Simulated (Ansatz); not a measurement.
Ligand exchange: HOI + SiH3(GeH3) → SiH3(OH) + GeH3I

Species: HOI (hypoiodous acid) `OI`, singlet; SiH3(GeH3), singlet; SiH3(OH) (silanol), singlet; GeH3I `[GeH3][I]`, singlet. The partners trade I for SiH3: O–I and Ge–SiH3 bonds give way to O–SiH3 and Ge–I.

Shapes, held fixed at every level: PBE0-D4/def2-TZVP. Programs: Ansatz 0.2.0. The zero-point and thermal change to 298 K, harmonic and unscaled (PBE0-D4/def2-TZVP), is +4.1 kJ/mol.

Estimate ΔH(298 K) of this reaction.

The highest level, CCSD(T)/def2-TZVPP, gives ΔH(298 K) = -292.6 kJ/mol; the levels span -313.7 to -261.5. The column of differences is taken from that level and isn't an error. No measured value is set beside it here. For atoms past krypton def2 sets carry core potentials with scalar relativity. Relativity is left out for Ge. Outer-core shells of Ge, I are correlated, in sets that cover them unevenly.

```tsv
level	kind	ΔH(298 K) (kJ/mol)	less CCSD(T)/def2-TZVPP
SPW92/def2-TZVPP	LDA	-270.1	+22.5
PBE-D4/def2-TZVPP	GGA	-261.5	+31.1
B3LYP-D4/def2-TZVPP	global hybrid	-283.1	+9.5
PBE0-D4/def2-TZVPP	global hybrid	-283.7	+8.9
MP2/def2-SVP	perturbation theory	-313.7	-21.1
CCSD(T)/def2-SVP	coupled cluster or CI	-296.4	-3.8
CCSD(T)/def2-TZVPP	coupled cluster or CI	-292.6	0.0
```
